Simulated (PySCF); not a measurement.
Computed shifts of a molecule C3H3BrClF, PBE/pcSseg-1 (PySCF), GIAO, gas phase, equivalent atoms averaged, in ppm (number of nuclei): ¹³C: 158.9 (1), 125.5 (1), 26.0 (1). ¹⁹F: -88.9 (1). ¹H: 2.50 (3). References: ¹³C against TMS (σ = 182.0 ppm); ¹⁹F against CFCl3 (σ = 133.6 ppm); ³⁵Cl against HCl (σ = 936.5 ppm); ¹H against TMS (σ = 31.49 ppm), references at their B3LYP-D3(BJ)/def2-TZVP geometries, non-relativistic (without spin–orbit terms, shifts of atoms bonded to Cl or Br come out too high). The structure is a stationary point at B3LYP-D3(BJ)/def2-SVP. The values are those of a single conformer.

Q: Identify the compound among the candidates.
(A) C/C(F)=C(\Cl)Br
(B) C/C(Cl)=C(\F)Br
(C) C/C(Br)=C(\F)Cl
(D) F[C@H]1C[C@]1(Cl)Br

A: C, C/C(Br)=C(\F)Cl
